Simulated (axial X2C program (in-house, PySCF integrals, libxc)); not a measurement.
## Working with the constants of Ca₂⁻

A bond curve at the PBE0 level, with spin–orbit coupling, was computed with an axial X2C code built on PySCF integrals (basis Ca dyall-acv3z [12s13p7d5f] (cores contracted in-house)) for the state Ω = 1/2 (⟨Sz⟩ = -0.50, ⟨Lz⟩ = 1.00 at PBE0). Its fit gives Re = 3.8231 Å, ωe = 107.4 cm⁻¹, ωexe = 0.633 cm⁻¹ and αe = 4.058e-04 cm⁻¹; the masses are 39.9626 and 39.9626 u. Two-component means X2C with spin–orbit coupling and atomic mean-field Coulomb and Gaunt terms.

Q: Find the reduced mass, Be and the force constant.

A: From the PBE0 values: μ = 19.9813 u. Be = 16.8576/(μ Re²) = 0.05772 cm⁻¹. k = 5.8918×10⁻⁷ μ ωe² = 0.136 mdyn/Å.

Q: Estimate the centrifugal constant by the Kratzer relation.

A: D = 4Be³/ωe² = 6.67e-08 cm⁻¹.

Q: Where do the fundamental and the first overtone lie?

A: ν(1←0) = ωe − 2ωexe = 106.1 cm⁻¹; ν(2←0) = 2ωe − 6ωexe = 211.0 cm⁻¹.

Q: A Morse curve ties αe to the other constants (Pekeris). How well does that hold?

A: αe(Morse) = 6Be²/ωe × (√(ωexe/Be) − 1) = 4.303e-04 cm⁻¹; the PBE0 curve gives 4.058e-04 cm⁻¹, a ratio of 1.06.

Occupations by symmetry block were frozen at the best pattern of an incomplete PBE0 search. Density functionals use the spin component along the axis (collinear). Other states lie close and PBE0, whose exact exchange favours high spin, may order them wrongly; the determinant shown need not be the ground state. The nearest other 2c determinant of the search, Ω = 3/2, lies 0.01 eV up at the distance of the search. Without a current term, density functionals place determinants with orbital angular momentum somewhat too high. The highest occupied level of some functionals is positive through self-interaction error; at Hartree–Fock it is bound.
